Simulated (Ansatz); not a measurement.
**Relative stability**

Two relaxed structures of BNH4Se, singlet (PBE0-D4/def2-TZVP; forces vanish, vibrations not checked).

A:

```
atom    x (Å)    y (Å)    z (Å)
  N1  -1.0465   0.6417  -0.3258
  B2  -0.0224   0.1555   0.4755
 Se3   1.2760  -1.1870  -0.0825
  H4  -1.6945   1.3357   0.0046
  H5  -1.2145   0.3458  -1.2718
  H6   0.1116   0.5581   1.5914
  H7   0.7592  -1.3839  -1.4453
```

B:

N1  (-0.126, -0.239, 0.377)
B2  (-0.848, 0.636, -0.428)
Se3  (1.169, -1.419, -0.204)
H4  (-1.700, 1.291, 0.103)
H5  (-0.606, 0.708, -1.594)
H6  (-0.329, -0.335, 1.360)
H7  (2.330, -0.575, 0.133)
(Å)

Ansatz 0.2.0; basis: def2-TZVPP; cores frozen in the correlated methods. Filled d shells of the heavier atoms are correlated. The def2 sets are not built for correlating such inner shells, so the correlated values are less sure here. B3LYP uses VWN-RPA correlation.

Which structure is lower at CCSD(T), and by how much? (An estimate is asked for; the value comes from the calculation.)

By the calculation: A, by 38.01 kcal/mol (electronic energy, against the other). By their contacts, A is BNH₄Se ([NH2][BH][SeH]) and B is BNH₄Se ([BH2][NH][SeH]).

All methods give the same order:

```
   method  E(B) − E(A) (kcal/mol)
   PBE-D4                   38.14
r2SCAN-D4                   39.80
  PBE0-D4                   39.35
 B3LYP-D4                   36.86
  wB97M-V                   37.68
       HF                   37.78
      MP2                   39.38
     CCSD                   38.06
  CCSD(T)                   38.01
```

The T1 diagnostic stays at or below 0.012.

Labels in which every atom is bracketed show which atoms are joined, not bond orders.

For scale, one of the runs: CCSD(T)/def2-TZVPP, 166 basis functions, launched by `ansatz run in.yaml --threads 2 --pin off --events-out ev --progress --plain --max-ram 4352MiB`. Hardware: 2 CPU threads of an AMD EPYC 7R32, shared host. Wall time 34 s; peak host memory 1.4 GiB.
